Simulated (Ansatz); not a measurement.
`[NH2][GeH2][SiH2]F` + `C[SiH2]O[SiH2]Cl` → `C[SiH2]O[SiH2]F` + `[NH2][GeH2][SiH2]Cl`  (redistribution)

Program: Ansatz. Geometries: PBE0-D4/def2-TZVP. ΔE: electronic, gas phase. CBS: MP2 limit from def2 TZ/QZ plus the TZ coupled-cluster correction, frozen cores. DFT in def2-TZVPP. B3LYP here is the variant with VWN-RPA as its local correlation; programs differ in this. For Ge outer-core shells are correlated without core-valence functions, which leaves a few kJ/mol of doubt a bond. Scalar relativity is left out up to krypton. Each species was taken in one conformer, which may not be the lowest.

`[NH2][GeH2][SiH2]F`:

```xyz
10

N    -0.286    1.625    0.885
Ge   -0.857    0.192   -0.131
Si    0.964   -1.332   -0.348
F     1.307   -2.009    1.066
H     0.473    2.146    0.467
H    -1.024    2.276    1.117
H    -1.344    0.578   -1.554
H    -2.048   -0.425    0.622
H     2.186   -0.630   -0.822
H     0.630   -2.421   -1.304
```

`C[SiH2]O[SiH2]Cl`:

Z-matrix (Å, degrees):
```
C
Si 1 1.856
H 1 1.092 2 110.9
H 1 1.092 2 110.8 3 120.4
H 1 1.093 2 110.2 3 -119.8
O 2 1.650 1 110.5 3 -59.0
H 2 1.488 1 110.7 3 -179.5
H 2 1.484 1 111.3 3 59.1
Si 6 1.616 2 144.9 1 -78.0
Cl 9 2.058 6 110.3 2 44.9
H 9 1.479 6 110.9 2 -73.1
H 9 1.476 6 109.0 2 162.8
```

`C[SiH2]O[SiH2]F`:

Cartesian coordinates in Å:
```
C 1.744 0.104 -0.832
Si 0.681 -0.910 0.303
O -0.905 -0.510 0.110
Si -2.072 0.559 0.425
F -1.627 2.003 -0.093
H 1.471 -0.064 -1.876
H 1.635 1.169 -0.617
H 2.797 -0.164 -0.708
H 1.063 -0.680 1.723
H 0.800 -2.359 -0.001
H -3.289 0.174 -0.318
H -2.299 0.678 1.883
```

`[NH2][GeH2][SiH2]Cl`:

Cartesian coordinates in Å:
```
N -1.715 -0.668 0.262
Ge -0.004 -0.814 -0.413
Si 1.179 1.160 0.205
Cl 1.408 1.240 2.250
H -2.254 0.085 -0.143
H -2.255 -1.520 0.186
H 0.060 -0.981 -1.955
H 0.614 -2.065 0.231
H 0.437 2.377 -0.215
H 2.531 1.187 -0.409
```

```tsv
level	ΔE (kJ/mol)
r2SCAN-D4	-15.3
ωB97X-V	-14.5
r2SCAN	-15.5
PBE0	-16.0
B3LYP	-15.4
CCSD/def2-TZVPP	-16.6
HF/def2-QZVPP	-16.9
HF/CBS(def2)	-16.9
```

Problem. What does CCSD(T)/CBS give? (Estimate.)

Solution. Ansatz gave: -16.0 kJ/mol. The listed levels differ from it by 0.7, 1.5, 0.5, 0.0, 0.6, -0.6, -0.9, -0.9 kJ/mol.

Largest T1 diagnostic among the species: 0.011.
